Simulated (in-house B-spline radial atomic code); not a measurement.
**Ionising the palladium ion Pd⁷⁺ with different functionals**

Computed with an all-electron radial atomic-structure program (B-spline basis): four-component Dirac-Coulomb Hamiltonian, Fermi nucleus of rms radius 4.5318 fm, spin-restricted, spherical fractional occupations for the functionals. The ionisation energy is the difference of two self-consistent energies, [Kr] 4d3 → [Kr] 4d2, without Breit or QED terms; ε is the level of the shell that loses the electron (mean over j). The electron is taken from both j subshells in proportion to 2j + 1, so the result is a j average, not the step between ground levels.

Hybrids are left out here: with spherical fractional occupations of an open shell their exact exchange keeps a self-interaction that integer-occupation calculations don't have.

```csv
method,rung,ΔSCF (eV),-ε(4d) (eV)
LDA VWN5,LDA,120.32,110.62
relativistic LDA,LDA,120.34,110.64
LDA PW92,LDA,120.31,110.61
LDA exchange-only,LDA,?,?
PBE,GGA,?,?
PBEsol,GGA,120.10,110.41
BLYP,GGA,119.95,110.25
RPBE,GGA,120.11,110.41
PW91,GGA,120.24,110.54
BP86,GGA,120.19,110.49
AM05,GGA,120.13,110.43
OLYP,GGA,120.58,110.86
```

**Question.** What does PBE give?

**Answer.** ΔSCF 120.14 eV, and -ε(4d) = 110.44 eV.

**Question.** What does LDA exchange-only give?

**Answer.** ΔSCF 118.43 eV, and -ε(4d) = 108.74 eV.

**Question.** How do they compare with the NIST value?

**Answer.** NIST lists 120 eV ± 2.1 (tabulated theory, ground level to ground level). Errors run from -1.57 to +0.58 eV; all lie within about twice that uncertainty, so the table can't rank the methods.
